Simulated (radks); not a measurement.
Results of a calculation; reference values are marked as such.
Coulomb parameter of the 4d shell of the cadmium ion Cd2+ in the model configuration [Kr] 4d9 5p1, as a second difference U = [E(n + 0.25) + E(n - 0.25) - 2 E(n)] / (0.25)^2 with all orbitals relaxed. "Bare": the charge of the atom changes with n. "Screened": the 5p shell takes up the change at fixed total charge, which measures U(4d,4d) + U(5p,5p) - 2 U(4d,5p). Level of theory: scalar-relativistic Kohn-Sham, BLYP, spin-unpolarised, spherical densities, finite nucleus; Fermi nuclear charge, rms radius 4.6087 fm (a radial shooting solver on a logarithmic mesh with Libxc functionals).

case                 configuration  E - E(n) (eV)
start                 [Kr] 4d9 5p1          0.000
bare +0.25         [Kr] 4d9.25 5p1         -8.523
bare -0.25         [Kr] 4d8.75 5p1          9.452
screened +0.25  [Kr] 4d9.25 5p0.75         -4.664
screened -0.25  [Kr] 4d8.75 5p1.25          4.901

U(bare) = 14.867 eV, U(screened by 5p) = 3.798 eV, against the Slater integral F0(4d,4d) = 20.369 eV with frozen orbitals.
